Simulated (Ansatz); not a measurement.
A nudged elastic band was laid between two geometries of ClF₃H₂W (7 atoms, charge 0, multiplicity 1).

These are results of RKS PBE/def2-SVP (Ansatz 0.2.0), not measurements.

```
movable images  : 7
climbing image  : yes
spring          : 5.0 eV/Å²
optimiser       : quadratic models (default)
start path      : through a guess of the saddle point
force threshold : 0.05 eV/Å
iteration limit : 60
end points      : relaxed
```

Image 0:

```xyz
7
Properties=species:S:1:pos:R:3
W 0.037 -0.118 0.122
Cl 0.142 -0.579 2.393
H 1.527 0.532 0.584
H 0.537 1.260 -0.718
F -1.460 0.914 0.537
F 1.019 -1.659 -0.247
F -0.711 -0.480 -1.580
```

Image 8:

```xyz
7
Properties=species:S:1:pos:R:3
W -0.457 -0.165 -0.536
Cl 1.527 0.148 2.487
H 1.133 0.102 1.206
H 0.331 1.331 -0.403
F -1.752 0.482 0.590
F 0.060 -1.881 -0.014
F 0.250 -0.148 -2.237
```

(1) What changes between the two ends?

(2) What energy profile does the band end with?

(3) What is the geometry of the highest image?

## Answers

(1) Bonds broken: W1–Cl2, W1–H3. Bonds formed: Cl2–H3.

(2) The forces met the threshold. The highest image is number 7 of 0 to 8, 1.93 eV above the first end and 0.01 eV above the last; the last end lies 1.92 eV above the first. A vibrational analysis at the climbing image gives one clearly imaginary mode, 60i cm⁻¹: a first-order saddle point. The orbitals stay closed-shell, which can raise the energy where a bond breaks towards radicals; this wasn't checked here.

```json
{"image": "0", "path coordinate (Å)": "0.00", "energy (eV)": "0.00", "W1–Cl2 (Å)": "2.32", "W1–H3 (Å)": "1.69", "Cl2–H3 (Å)": "2.53"}
{"image": "1", "path coordinate (Å)": "0.34", "energy (eV)": "0.04", "W1–Cl2 (Å)": "2.32", "W1–H3 (Å)": "1.68", "Cl2–H3 (Å)": "2.47"}
{"image": "2", "path coordinate (Å)": "0.67", "energy (eV)": "0.19", "W1–Cl2 (Å)": "2.35", "W1–H3 (Å)": "1.66", "Cl2–H3 (Å)": "2.29"}
{"image": "3", "path coordinate (Å)": "1.01", "energy (eV)": "0.57", "W1–Cl2 (Å)": "2.44", "W1–H3 (Å)": "1.64", "Cl2–H3 (Å)": "2.03"}
{"image": "4", "path coordinate (Å)": "1.35", "energy (eV)": "1.14", "W1–Cl2 (Å)": "2.62", "W1–H3 (Å)": "1.67", "Cl2–H3 (Å)": "1.78"}
{"image": "5", "path coordinate (Å)": "1.68", "energy (eV)": "1.64", "W1–Cl2 (Å)": "2.86", "W1–H3 (Å)": "1.78", "Cl2–H3 (Å)": "1.58"}
{"image": "6", "path coordinate (Å)": "2.02", "energy (eV)": "1.89", "W1–Cl2 (Å)": "3.12", "W1–H3 (Å)": "1.97", "Cl2–H3 (Å)": "1.45"}
{"image": "7", "path coordinate (Å)": "2.35", "energy (eV)": "1.93", "W1–Cl2 (Å)": "3.37", "W1–H3 (Å)": "2.18", "Cl2–H3 (Å)": "1.37"}
{"image": "8", "path coordinate (Å)": "2.92", "energy (eV)": "1.92", "W1–Cl2 (Å)": "3.63", "W1–H3 (Å)": "2.37", "Cl2–H3 (Å)": "1.34"}
```

(3) 
```xyz
7
Properties=species:S:1:pos:R:3:forces:R:3
W -0.372 -0.156 -0.429 0.00 -0.02 0.00
Cl 1.204 0.045 2.544 0.00 0.00 0.01
H 1.073 0.138 1.179 0.00 0.00 -0.01
H 0.449 1.319 -0.533 0.00 0.01 0.00
F -1.646 0.561 0.680 0.01 0.01 -0.01
F 0.338 -1.851 -0.115 0.00 0.00 0.00
F 0.045 -0.186 -2.235 -0.01 0.00 0.00
```

The run took 5 min on 2 threads of Intel(R) Xeon(R) Platinum 8259CL CPU @ 2.50GHz (Skylake/Cascade Lake) (shared host), peak memory 0.22 GiB.
